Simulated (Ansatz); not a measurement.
Consider the hydrogenolysis of a C–F bond: `FCCOC(F)F` + H₂ → `CCOC(F)F` + H–F.

Gas-phase electronic energies from Ansatz, PBE0-D4/def2-TZVP geometries. CCSD(T)/CBS adds triple-zeta CCSD(T) − MP2 to the extrapolated MP2 energy (def2 sets, frozen cores). This one scheme is used for every species. Functionals use def2-TZVPP. B3LYP here is the variant with VWN-RPA as its local correlation; programs differ in this. HSE06 is defined as in plane-wave codes. Each species was taken in one conformer, which may not be the lowest.

| level | ΔE (kJ/mol) | difference from CCSD(T)/CBS |
| --- | --- | --- |
| LDA (SPW92) | -100.5 | 15.7 |
| PBE-D4 | -101.9 | 14.3 |
| revPBE-D4 | -100.1 | 16.1 |
| B3LYP-D4 | -101.9 | 14.3 |
| HSE06-D4 | -109.3 | 6.9 |
| BHLYP-D4 | -106.7 | 9.5 |
| CAM-B3LYP-D4 | -101.6 | 14.6 |
| ωB97M-V | -103.5 | 12.7 |
| B2PLYP | -109.4 | 6.8 |
| PBE | -104.3 | 11.9 |
| BLYP | -100.7 | 15.5 |
| PBE0 | -111.2 | 5.0 |
| HSE06 | -111.2 | 5.0 |
| MP2/def2-TZVPP | -118.8 | -2.6 |
| SCS-MP2/def2-TZVPP | -113.8 | 2.4 |
| CCSD/CBS(def2) | -118.6 | -2.4 |
| CCSD(T)/CBS | -116.2 | 0 |

Largest T1 diagnostic among the species: 0.012.

The D4 term adds +3.9 kJ/mol with B3LYP and +2.1 kJ/mol with PBE0; it sums over pairs of atoms, weighted by their polarisabilities, and B3LYP, whose exchange is more repulsive, gets the larger term. Leaving LDA and LC-ωPBE aside and taking each functional with its dispersion term where it has one, the values, not all of them listed here, spread over 20.6 kJ/mol, from PBE-QIDH to BLYP-D4. LDA lies +3.8 kJ/mol from PBE without D4.

CCSD(T)/CBS has its own doubt, a few kJ/mol and more with outer-core shells, so smaller differences from it don't rank the levels.
